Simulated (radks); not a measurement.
Problem. These are the eigenvalues of the occupied orbitals of an atom or ion with whole-number occupations (eV). Calculated with a radial shooting solver on a logarithmic mesh with Libxc functionals: scalar-relativistic Kohn-Sham, PBE, spin-polarised, spherical densities, point nucleus.

orbital  eigenvalue
1s        -5196.550
2s        -842.1119
2p        -752.4081

Which element is it, and in what charge state? The configuration may be excited. Open shells, if any, are filled with parallel spins first.

Solution. Z = 22, titanium, charge +12: Ti12+ in [Ne]. The list shows which subshells hold electrons but not how many an open one holds; the 1s level, -190.97 hartree, gives Z - s = 19.5 by -(Z - s)^2/2, which with screening and relativity narrows Z to a few neighbours, and the depths of the outer levels then fix element, charge and occupations together.
